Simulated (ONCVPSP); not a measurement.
## Hardness and transferability of assorted potentials

Generated with ld1.x 7.5 (TM, RRKJ, ultrasoft, PAW), atompaw 4.2 or ONCVPSP 4.0.1. The cutoff is in Ry: for ld1.x and atompaw files where the sum of valence levels is converged to 10 mRy in a Bessel basis, for ONCV files where the hardest occupied wave has 1 mHa per electron of residual kinetic energy. The error is the largest all-electron minus pseudo excitation energy over each file’s own four to seven test configurations (ionisations up to +4, promotions, holes and added fractions of an electron), all of which were solved. The labels leave out finer settings (local radius, basis sizes, second energies), which also bear on the numbers. Spin-polarised tests are not counted. The rows are a selection from randomly drawn settings: files with unsolved tests, undetermined cutoffs or missed reference levels are left out.

A true bound ghost makes a file unfit for plane-wave use even where its test errors are small: the radial tests pick states by their node count and pass the ghost by.

```csv
element,potential,cutoff (Ry),largest error (meV),bound ghosts
Ru,"ONCV, revPBE, scalar-relativistic, rc 1.75/1.65/1.40 (spd), local d, core correction no, reference 4s2 4p6 4d7 5s1, qcut 8.2/10/7.5, projectors 2/2/0",49,-1.8,none
Pd,"ONCV, PBE, scalar-relativistic, rc 1.55/0.95/1.75 (spd), local smoothed, core correction yes, reference 4s2 4p6 4d8, qcut 6.2/8.9/7.2, projectors 1/2/1",113,+42,s
Tl,"ONCV, PBEsol, scalar-relativistic, rc 1.40/2.00/1.40 (spd), local d, core correction yes, reference 5s2 5p6 5d10 6s1 6p2, qcut 11.4/7.1/7.8, projectors 2/2/0",80,-9.0,none
Pb,"ONCV, PBE, scalar-relativistic, rc 1.20/1.85/2.05/1.75 (spdf), local smoothed, core correction yes, reference 5s2 5p6 5d10 6s2 6p1.5, qcut 9.7/7.9/6.1/6.3, projectors 2/3/3/2",79,-29,f
```

Fill in the row for Sr: ONCV, PBE, scalar-relativistic, rc 2.05/3.05/2.45 (spd), local smoothed, core correction yes, reference 4s2 4p6 5s1.75 5p0.25, qcut 7.2/4.1/4, projectors 2/3/2.

cutoff 29 Ry, largest error -10 meV, bound ghosts: none.

Fill in the row for Tb: ONCV, PBE, scalar-relativistic, rc 2.10/1.90/2.70 (spd), local smoothed, core correction yes, reference 5s2 5p6 5d1 6s1.75, qcut 4.3/6.5/4.8, projectors 3/1/2.

cutoff 30 Ry, largest error -6.9 meV, bound ghosts: none.

Fill in the row for Ho: ONCV, PBEsol, scalar-relativistic, rc 2.25/2.20/2.70 (spd), local smoothed, core correction yes, reference 5s2 5p6 5d1 6s1.75, qcut 5.1/7.1/6.8, projectors 2/2/2.

cutoff 20 Ry, largest error -29 meV, bound ghosts: p.
